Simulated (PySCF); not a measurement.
**Electron correlation in Cs⁻ (caesium, charge -1)**

[Xe] 6s2, closed-shell 1S. Calculation: PySCF 2.14, in x2c-TZVPPall with one added diffuse shell each of s, p, d type (12s8p7d2f1g, 94 functions); the spin-free X2C one-electron Hamiltonian (Gaussian nucleus). Frozen: [Kr] 4d10; 10 electrons correlated.

| level | correlation energy (mhartree) |
| --- | --- |
| CCSD | -190.14 |
| (T) | -6.92 |
| CCSD(T) | -197.06 |

Diagnostics: T1 = 0.044, D1 = 0.1400, largest double amplitude 0.115.

T1 exceeds 0.03, a sign that the reference determinant is poor.

Cost of the coupled-cluster step: of the order of 8 core-seconds, for 10 correlated electrons.

Iterations:

```
CC2 = 0
CCSD nocc = 5, nmo = 71
frozen orbitals [0, 1, 2, 3, 4, 5, 6, 7, 8, 9, 10, 11, 12, 13, 14, 15, 16, 17, 18, 19, 20, 21, 22]
max_cycle = 100
direct = 0
conv_tol = 1e-08
conv_tol_normt = 1e-06
diis_space = 8
diis_start_cycle = 0
Init t2, MP2 energy = -7783.23096830078  E_corr(MP2) -0.169073096600706
Init E_corr(CCSD) = -0.169073096613055
cycle = 1  E_corr(CCSD) = -0.182369256201507  dE = -0.0132961596  norm(t1,t2) = 0.091972
cycle = 2  E_corr(CCSD) = -0.187679616928145  dE = -0.00531036073  norm(t1,t2) = 0.0384742
cycle = 3  E_corr(CCSD) = -0.189729128513356  dE = -0.00204951159  norm(t1,t2) = 0.0248479
cycle = 4  E_corr(CCSD) = -0.190429370993564  dE = -0.00070024248  norm(t1,t2) = 0.00781723
cycle = 5  E_corr(CCSD) = -0.190047697558996  dE = 0.000381673435  norm(t1,t2) = 0.00276608
cycle = 6  E_corr(CCSD) = -0.190138482324929  dE = -9.07847659e-05  norm(t1,t2) = 0.000812031
cycle = 7  E_corr(CCSD) = -0.190149799152646  dE = -1.13168277e-05  norm(t1,t2) = 0.000230967
cycle = 8  E_corr(CCSD) = -0.190144092640513  dE = 5.70651213e-06  norm(t1,t2) = 5.63005e-05
cycle = 9  E_corr(CCSD) = -0.190143730128775  dE = 3.62511738e-07  norm(t1,t2) = 1.76761e-05
cycle = 10  E_corr(CCSD) = -0.190143529608462  dE = 2.00520313e-07  norm(t1,t2) = 3.60949e-06
cycle = 11  E_corr(CCSD) = -0.190143545609405  dE = -1.60009431e-08  norm(t1,t2) = 1.53241e-06
cycle = 12  E_corr(CCSD) = -0.190143556400104  dE = -1.07906995e-08  norm(t1,t2) = 6.32591e-07
cycle = 13  E_corr(CCSD) = -0.190143559569249  dE = -3.16914461e-09  norm(t1,t2) = 2.45415e-07
CCSD converged
E(CCSD) = -7783.252038763749  E_corr = -0.1901435595692488
CCSD(T) correction = -0.0069245138097316
```

This basis was not built for core-valence correlation, so the inner-shell part is incomplete.
